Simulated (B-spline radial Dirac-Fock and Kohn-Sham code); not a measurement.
System: neutral calcium, configuration 1s2 2s2 2p6 3s2 3p6 4s2. Level of theory: Dirac-Hartree-Slater photoionisation with all multipoles and Dirac-Fock thresholds; a radial atomic solver.

Q: Which of the sources Mg Kα (1253.6 eV), Al Kα (taken as 1486.9 eV), Ag Lα (2984.4 eV), Cr Kα (5414.7 eV), Cu Kα (8047.8 eV), Ga Kα (9251.7 eV), Mo Kα (17479.3 eV), Ag Kα (22162.9 eV) can ionise the 1s level, and how does the cross section change among them?

A: The computed threshold is 4047.7 eV, above Mg Kα, Al Kα, Ag Lα; the others can ionise it. Cross sections: Cr Kα 29.6 kb, Cu Kα 10.3 kb, Ga Kα 6.99 kb, Mo Kα 1.14 kb, Ag Kα 0.563 kb. From the first to the last it falls by a factor of 53.
